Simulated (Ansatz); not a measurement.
A nudged elastic band was laid between two geometries of CH6BN + FH (11 atoms, charge 0, multiplicity 1).

Theory: Ansatz, RKS B3LYP/6-31G*.

- movable images: 9
- climbing image: yes
- spring: 5.0 eV/Å²
- optimiser: quadratic models (default)
- start path: through a guess of the saddle point
- force threshold: 0.05 eV/Å
- iteration limit: 60
- end points: relaxed

First end point:

```xyz
11
Properties=species:S:1:pos:R:3
B -0.029 0.226 0.355
C -0.053 0.434 1.911
H -1.041 0.311 2.373
H 0.633 -0.277 2.391
H 0.321 1.434 2.169
H 0.967 0.375 -0.293
N -1.188 -0.166 -0.360
H -2.106 -0.188 0.071
H -1.226 -0.167 -1.372
F -0.006 -2.658 0.286
H -0.542 -1.940 -0.029
```

Last end point:

```xyz
11
Properties=species:S:1:pos:R:3
B -0.205 -0.647 -1.278
C 0.160 0.146 3.224
H -0.864 0.348 3.553
H 0.624 -0.570 3.909
H 0.732 1.078 3.233
H 0.706 -0.366 -2.000
N -1.532 -0.441 -1.661
H -2.318 -0.671 -1.067
H -1.785 -0.050 -2.556
F 0.063 -1.176 -0.070
H 0.148 -0.269 2.214
```

(1) What changes between the two ends?

(2) What energy profile does the band end with?

(3) What is the geometry of the highest image?

Answers

(1) Bonds broken: B1–C2, F10–H11. Bonds formed: B1–F10, C2–H11. CH6BN + FH becomes BFH3N + CH4.

(2) The run converged. The highest image is number 3 of 0 to 10, 1.43 eV above the first end and 3.20 eV above the last; the last end lies 1.77 eV below the first. Neighbouring images differ by up to 2.1 eV, so the band resolves the path poorly. A vibrational analysis at the climbing image gives one clearly imaginary mode, 1156i cm⁻¹: a first-order saddle point. The orbitals stay closed-shell, which can raise the energy where a bond breaks towards radicals; this wasn't checked here.

| image | path coordinate (Å) | energy (eV) | B1–C2 (Å) | F10–H11 (Å) | B1–F10 (Å) |
| --- | --- | --- | --- | --- | --- |
| 0 | 0.00 | 0.00 | 1.57 | 0.95 | 2.89 |
| 1 | 1.97 | 0.03 | 1.57 | 0.95 | 2.95 |
| 2 | 3.93 | 0.23 | 1.59 | 0.93 | 3.32 |
| 3 | 5.90 | 1.43 | 1.79 | 1.18 | 1.72 |
| 4 | 6.82 | -0.71 | 2.48 | 1.76 | 1.38 |
| 5 | 7.75 | -1.61 | 3.04 | 2.16 | 1.35 |
| 6 | 8.68 | -1.74 | 3.56 | 2.52 | 1.35 |
| 7 | 9.60 | -1.75 | 3.85 | 2.51 | 1.35 |
| 8 | 10.52 | -1.76 | 4.10 | 2.47 | 1.35 |
| 9 | 11.45 | -1.76 | 4.29 | 2.46 | 1.35 |
| 10 | 12.37 | -1.77 | 4.59 | 2.46 | 1.35 |

(3) 
```xyz
11
Properties=species:S:1:pos:R:3
B -0.151 -0.134 0.066
C -0.067 0.019 1.844
H -0.340 1.072 1.736
H -0.857 -0.465 2.428
H 0.873 0.013 2.410
H 0.655 0.568 -0.457
N -1.504 -0.148 -0.385
H -2.160 -0.820 -0.008
H -1.673 0.017 -1.368
F 0.583 -1.693 0.135
H 0.370 -1.045 1.100
```

The run took 12 min on 1 thread of Arm Neoverse V2, on a shared host, peak memory 0.17 GiB.
